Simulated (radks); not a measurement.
All-electron atom: Ti II in [Ar] 3d2 4s1 (the NIST ground configuration).

All-electron calculation, non-relativistic Kohn-Sham, LDA (Slater exchange, Perdew-Wang correlation), spin-unpolarised, spherical densities, point nucleus; hard spherical wall at 2.5 bohr. Program: a radial shooting solver on a logarithmic mesh with Libxc functionals.

Energy parts (hartree):
part                       energy
total                  -844.57855
kinetic                 854.58859
electron-nucleus      -2021.85253
Hartree                 363.23140
exchange-correlation    -40.54601

Orbitals (lengths in bohr, moments of r in powers of bohr; <r^-3> diverges for s and p1/2; r(max) is where P^2 peaks; r(90%) holds 90 % of the orbital's charge):
| orbital | occ. | eigenvalue (hartree) | <r^-3> | r(max) | <r^4> | r(90%) |
|---|---|---|---|---|---|---|
| 1s | 2 | -176.7158 | - | 0.04623 | 0.0001126 | 0.125 |
| 2s | 2 | -18.94240 | - | 0.2721 | 0.02885 | 0.511 |
| 2p | 6 | -15.76301 | 256.9 | 0.2206 | 0.02278 | 0.480 |
| 3s | 2 | -1.95155 | - | 0.8879 | 2.076 | 1.52 |
| 3p | 6 | -1.11027 | 29.49 | 0.9189 | 2.518 | 1.60 |
| 3d | 2 | 0.24569 | 2.735 | 0.9660 | 3.279 | 1.74 |
| 4s | 1 | 1.52005 | - | 1.786 | 8.803 | 2.09 |
| 4p | 0 | 1.98623 | 26.97 | 1.814 | 8.650 | 2.10 |
| 4d | 0 | 2.68797 | 3.778 | 1.839 | 7.790 | 2.09 |
| 5s | 0 | 6.47742 | - | 2.086 | 9.093 | 2.20 |

The highest occupied level is 4s at 41.363 eV. The electron density at the nucleus is 7119 e/bohr^3.
